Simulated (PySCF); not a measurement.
An unknown shows these calculated signals:

$^{1}$H NMR (300 MHz, computed): δ 8.69 (m, 1H), 8.52 (m, 1H), 5.58 (m, 2H), 5.45 (m, 2H), 5.03 (s, 3H).

$^{13}$C{$^{1}$H} NMR (computed): δ 172.2 (CH2).

Method: geometry from GFN2-xTB, shielding tensors at PBE0/pcSseg-1 (GIAO), in PySCF (no relativistic terms, single conformer, equivalent nuclei averaged, gas phase).

Shifts are taken against calculated references (same method and geometry level): $^{1}$H (σ = 31.72 ppm) and $^{13}$C (σ = 186.93 ppm) vs TMS.

Q: Which of these does the molecule contain: a Si–H bond, a C≡C triple bond, a vinyl group CH=CH2, an OH group?

A: 
- A Si–H bond: yes (δH 5.45 (m)).
- A C≡C triple bond: no.
- A vinyl group CH=CH2: no.
- An OH group: no.

The data belong to `InChI=1S/CH9NOSi3/c1-2-5-6-3-4/h1,5-6H2,4H3`; they needn't prove each group on their own.

Carbon signals by region: 1 in the far downfield region (above 160 ppm). Above 160 ppm: 172.2, C=N carbon.

Shifts are as computed. Against solution values, carbons near 30 ppm lie about +3 ppm off and those near 130 ppm about +5 ppm. Of 1309 compounds with measured shifts, 239 miss one by over three times the rms of a fit or turn the order of signals round; such compounds aren't used in these exercises. Multiplicities follow the n + 1 count of equivalent neighbours, as no J values were calculated; m marks all less simple cases, F and P coupling included.
